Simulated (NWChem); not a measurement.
System: CH2F2O2Si; SMILES F[Si]1(F)OCO1

Input file for NWChem:

```
start job
memory heap 200 mb stack 900 mb global 1100 mb
geometry units angstroms noautosym nocenter noautoz
  F      0.000000    -1.263413     1.342291
  Si     0.000000     0.000000     0.372723
  F      0.000000     1.263413     1.342291
  O     -1.104788     0.000000    -0.864970
  C      0.000000     0.000000    -1.771886
  O      1.104788     0.000000    -0.864970
  H      0.000000    -0.909155    -2.395358
  H      0.000000     0.909155    -2.395358
end
basis spherical
  F library def2-svp
  Si library def2-svp
  O library def2-svp
  C library def2-svp
  H library def2-svp
end
dft
  xc m05-2x
  iterations 150
end
cosmo
  do_cosmo_smd true
  solvent anisole
end
task dft energy
```

Parts of the log:

```
             Northwest Computational Chemistry Package (NWChem) 7.3.0
             --------------------------------------------------------

                             Geometry "geometry" -> ""
                             -------------------------

 Output coordinates in angstroms (scale by  1.889725989 to convert to a.u.)

  No.       Tag          Charge          X              Y              Z
 ---- ---------------- ---------- -------------- -------------- --------------
    1 F                    9.0000     0.00000000    -1.26341300     1.34229100
    2 Si                  14.0000     0.00000000     0.00000000     0.37272300
    3 F                    9.0000     0.00000000     1.26341300     1.34229100
    4 O                    8.0000    -1.10478800     0.00000000    -0.86497000
    5 C                    6.0000     0.00000000     0.00000000    -1.77188600
    6 O                    8.0000     1.10478800     0.00000000    -0.86497000
    7 H                    1.0000     0.00000000    -0.90915500    -2.39535800
    8 H                    1.0000     0.00000000     0.90915500    -2.39535800

 Effective nuclear repulsion energy (a.u.)     339.6692214715

                                 NWChem DFT Module
                                 -----------------

 Summary of "ao basis" -> "ao basis" (spherical)
 ------------------------------------------------------------------------------
       Tag                 Description            Shells   Functions and Types
 ---------------- ------------------------------  ------  ---------------------
 F                          def2-svp                 6       14   3s2p1d
 Si                         def2-svp                 8       18   4s3p1d
 O                          def2-svp                 6       14   3s2p1d
 C                          def2-svp                 6       14   3s2p1d
 H                          def2-svp                 3        5   2s1p

 in cosmo_initialize ...
 calling solv_data for solv:anisole

 solvent parameters
 solvname_short: anisole
 solvname_long:  anisole
 dielec:        4.2247
 dielecinf:     2.3025
 nonaqueous SMD model solvent descriptors
 dielec:        4.2247
 sola:          0.0000
 solb:          0.2900
 solc:          0.7500
 solg:         50.5200
 solh:          0.0000
 soln:          1.5174

          ---------------
          -cosmo- solvent
          ---------------
 Cosmo: York-Karplus, doi: 10.1021/jp992097l
 dielectric constant -eps-     =   4.22
 screen = (eps-1)/(eps    )    =   0.76330
 surface charge correction     = lagrangian

   van der Waals surface
 --------------------------

 ---------- ATOMIC COORDINATES (A.U.) ------------ VDWR(ANG.) --
     1    0.00000000   -2.38750438    2.53656219     1.730
     2    0.00000000    0.00000000    0.70434434     2.470
     3    0.00000000    2.38750438    2.53656219     1.730
     4   -2.08774660    0.00000000   -1.63455629     2.294
     5    0.00000000    0.00000000   -3.34837902     1.850
     6    2.08774660    0.00000000   -1.63455629     2.294
     7    0.00000000   -1.71805383   -4.52657026     1.200
     8    0.00000000    1.71805383   -4.52657026     1.200
 number of segments per atom =        128
 number of   points per atom =        128
 atom (   nspa,  nppa )
 ----------------------
    1 (     66,     0 )       0
    2 (     48,     0 )       0
    3 (     66,     0 )       0
    4 (     68,     0 )       0
    5 (     20,     0 )       0
    6 (     68,     0 )       0
    7 (     48,     0 )       0
    8 (     48,     0 )       0
 number of -cosmo- surface points =      432
 molecular surface =    130.416 angstrom**2
 molecular volume  =    119.835 angstrom**3
 -lineq- algorithm             =   0
 -bem- low  level              =   3
 -bem- from -octahedral-
 gaussian surface charge width =   4.50000
 degree of switching           =   1.00000
 switching function tolerance  =   0.00010
 atomic radii =
 --------------
    1  9.000  1.730
    2 14.000  2.470
    3  9.000  1.730
    4  8.000  2.294
    5  6.000  1.850
    6  8.000  2.294
    7  1.000  1.200
    8  1.000  1.200
 ...... end of -cosmo- initialization ......

 nat:                     8
 ixmem:                  3618
 calling mnsol_interface()
 G(SMD-CDS) energy (kcal/mol)  =    -0.119
 SMD-CDS SASA (angstrom**2)    =   130.011

            General Information
            -------------------
          SCF calculation type: DFT
          Wavefunction type:  closed shell.
          No. of atoms     :     8
          No. of electrons :    56
           Alpha electrons :    28
            Beta electrons :    28
          Charge           :     0
          Spin multiplicity:     1
          Use of symmetry is: off; symmetry adaption is: off
          Maximum number of iterations: 150
          AO basis - number of functions:    98
                     number of shells:    44
          Convergence on energy requested:  1.00D-06
          Convergence on density requested:  1.00D-05
          Convergence on gradient requested:  5.00D-04

              XC Information
              --------------
                       M05-2X Method XC Functional
                     Hartree-Fock (Exact) Exchange  0.560
                M05-2X metaGGA Exchange Functional  0.440
                      M05-2X Correlation Potential  1.000

             Grid Information
             ----------------
          Grid used for XC integration:  medium
          Radial quadrature: Mura-Knowles
          Angular quadrature: Lebedev.
          Tag              B.-S. Rad. Rad. Pts. Rad. Cut. Ang. Pts.
          ---              ---------- --------- --------- ---------
          F                   0.50       49          11.0       434
          Si                  1.10       88           9.0       590
          O                   0.60       49           7.0       434
          C                   0.70       49           8.0       434
          H                   0.35       45          10.0       434
          Grid pruning is: on
          Number of quadrature shells:   423
          Spatial weights used:  Erf1

      Superposition of Atomic Density Guess
      -------------------------------------

 Sum of atomic energies:        -675.32924336

      Non-variational initial energy
      ------------------------------

 Total energy =    -677.400200
 1-e energy   =   -1612.511774
 2-e energy   =     595.442352
 HOMO         =      -0.360318
 LUMO         =       0.046081

   convergence    iter        energy       DeltaE   RMS-Dens  Diis-err
 ---------------- ----- ----------------- --------- --------- ---------
     COSMO gas phase
 d= 0,ls=0.0,diis     1   -678.5248363853 -1.02D+03  1.36D-02  1.34D+00
 d= 0,ls=0.0,diis     2   -678.5520448905 -2.72D-02  6.09D-03  1.38D+00
 d= 0,ls=0.0,diis     3   -678.6716574614 -1.20D-01  7.41D-04  1.12D-02
 d= 0,ls=0.0,diis     4   -678.6725894816 -9.32D-04  2.24D-04  8.60D-04
 d= 0,ls=0.0,diis     5   -678.6726739317 -8.45D-05  6.28D-05  1.04D-04
  Resetting Diis
 d= 0,ls=0.0,diis     6   -678.6726835704 -9.64D-06  2.13D-05  8.08D-06
 d= 0,ls=0.0,diis     7   -678.6726843499 -7.80D-07  8.69D-06  7.20D-07

   convergence    iter        energy       DeltaE   RMS-Dens  Diis-err
 ---------------- ----- ----------------- --------- --------- ---------
     COSMO solvation phase
 d= 0,ls=0.0,diis     1   -678.6774198657 -4.74D-03  6.02D-04  9.90D-04
 d= 0,ls=0.0,diis     2   -678.6776798315 -2.60D-04  1.36D-04  1.50D-04
 d= 0,ls=0.0,diis     3   -678.6776923578 -1.25D-05  6.05D-05  7.74D-05
 d= 0,ls=0.0,diis     4   -678.6776996950 -7.34D-06  1.86D-05  1.43D-06
 d= 0,ls=0.0,diis     5   -678.6776999270 -2.32D-07  3.70D-06  1.28D-07

         Total DFT energy =     -678.677699926960
      One electron energy =    -1614.283497414836
           Coulomb energy =      661.463388441129
    Exchange-Corr. energy =      -65.350008400889
 Nuclear repulsion energy =      339.669221471502

             COSMO energy =       -0.176804023865

 Numeric. integr. density =       56.000006709911

                                COSMO-SMD solvation results
                                ---------------------------

             internal energy in gas <Psi(g)|H|Psi(g)> =      -678.672684349926
         internal energy in solvent <Psi(s)|H|Psi(s)> =      -678.672373785572
                               delta internal energy  =         0.000310564354 (    0.19 kcal/mol)
   total free energy in solvent <Psi(s)|H+V/2|Psi(s)> =      -678.677510785298
 polarization energy contribution <Psi(s)|V/2|Psi(s)> =        -0.005136999727 (   -3.22 kcal/mol)
    total free energy in solvent including G(SMD-CDS) =      -678.677699926960
                       G(SMD-CDS) energy contribution =        -0.000189141662 (   -0.12 kcal/mol)
     1 M fixed-concentration free energy of solvation =        -0.005015577035 (   -3.15 kcal/mol)

                       DFT Final Molecular Orbital Analysis
                       ------------------------------------

 Vector   26  Occ=2.000000D+00  E=-4.242479D-01
              MO Center=  2.1D-08,  4.6D-10, -8.8D-01, r^2= 2.1D+00
   Bfn.  Coefficient  Atom+Function         Bfn.  Coefficient  Atom+Function
  ----- ------------  ---------------      ----- ------------  ---------------
    50      0.443028  4 O  px                78      0.443028  6 O  px
    53      0.315204  4 O  px                81      0.315204  6 O  px
    64     -0.140068  5 C  px                22     -0.131399  2 Si px
    52      0.106630  4 O  pz                80     -0.106630  6 O  pz
    31     -0.078400  2 Si d  1              48     -0.074979  4 O  s

 Vector   27  Occ=2.000000D+00  E=-4.224776D-01
              MO Center= -9.4D-09, -6.5D-10, -8.1D-01, r^2= 1.9D+00
   Bfn.  Coefficient  Atom+Function         Bfn.  Coefficient  Atom+Function
  ----- ------------  ---------------      ----- ------------  ---------------
    51      0.449120  4 O  py                79     -0.449120  6 O  py
    54      0.351963  4 O  py                82     -0.351963  6 O  py
     4      0.070467  1 F  px                36     -0.070467  3 F  px
    28     -0.065542  2 Si d -2               7     -0.055284  1 F  px
    39      0.055284  3 F  px                70     -0.028020  5 C  d -2

 Vector   28  Occ=2.000000D+00  E=-3.850797D-01
              MO Center=  9.8D-09, -4.8D-10, -1.3D+00, r^2= 2.3D+00
   Bfn.  Coefficient  Atom+Function         Bfn.  Coefficient  Atom+Function
  ----- ------------  ---------------      ----- ------------  ---------------
    51      0.339578  4 O  py                79      0.339578  6 O  py
    65     -0.286334  5 C  py                89      0.265547  7 H  s
    94     -0.265547  8 H  s                 54      0.250389  4 O  py
    82      0.250389  6 O  py                90      0.136640  7 H  s
    95     -0.136640  8 H  s                 26      0.115952  2 Si py

 Vector   29  Occ=0.000000D+00  E= 7.525772D-02
              MO Center= -1.4D-09,  3.3D-09,  6.5D-01, r^2= 3.5D+00
   Bfn.  Coefficient  Atom+Function         Bfn.  Coefficient  Atom+Function
  ----- ------------  ---------------      ----- ------------  ---------------
    18      1.508157  2 Si s                  3     -0.399001  1 F  s
    35     -0.399000  3 F  s                 49     -0.355467  4 O  s
    77     -0.355467  6 O  s                 16      0.219700  2 Si s
    55     -0.167060  4 O  pz                83     -0.167060  6 O  pz
    27      0.162429  2 Si pz                 8     -0.152839  1 F  py

 Vector   30  Occ=0.000000D+00  E= 9.779123D-02
              MO Center=  1.5D-09,  9.3D-12, -7.2D-03, r^2= 3.8D+00
   Bfn.  Coefficient  Atom+Function         Bfn.  Coefficient  Atom+Function
  ----- ------------  ---------------      ----- ------------  ---------------
    25      0.857134  2 Si px                49      0.606490  4 O  s
    77     -0.606490  6 O  s                 67      0.522058  5 C  px
    22      0.326376  2 Si px                64      0.285260  5 C  px
     4      0.183515  1 F  px                 7     -0.183492  1 F  px
    36      0.183515  3 F  px                39     -0.183492  3 F  px

 Vector   31  Occ=0.000000D+00  E= 1.339078D-01
              MO Center=  1.7D-09, -1.9D-08, -2.0D+00, r^2= 4.9D+00
   Bfn.  Coefficient  Atom+Function         Bfn.  Coefficient  Atom+Function
  ----- ------------  ---------------      ----- ------------  ---------------
    63      1.949797  5 C  s                 90     -1.329658  7 H  s
    95     -1.329658  8 H  s                 69     -0.632416  5 C  pz
    27      0.613618  2 Si pz                18     -0.415826  2 Si s
    17      0.296330  2 Si s                 62      0.248742  5 C  s
    49      0.215087  4 O  s                 77      0.215087  6 O  s

     Multipole analysis of the density
     ---------------------------------

     L   x y z        total         alpha         beta         nuclear
     -   - - -        -----         -----         ----         -------
     0   0 0 0     -0.000000    -28.000000    -28.000000     56.000000

     1   1 0 0     -0.000000     -0.000000     -0.000000      0.000000
     1   0 1 0     -0.000000     -0.000000     -0.000000      0.000000
     1   0 0 1     -0.736592     -0.479608     -0.479608      0.222625

     2   2 0 0    -31.226014    -50.482494    -50.482494     69.738974
     2   1 1 0     -0.000000     -0.000000     -0.000000      0.000000
     2   1 0 1      0.000000      0.000000      0.000000      0.000000
     2   0 2 0    -29.503064    -69.004836    -69.004836    108.506607
     2   0 1 1     -0.000000     -0.000000     -0.000000      0.000000
     2   0 0 2    -25.776369   -149.767180   -149.767180    273.757990
```

Level: M05-2X/def2-SVP, SMD on the gas-phase geometry. The geometry was optimised at PBE0/def2-SVP. Solvent: anisole.
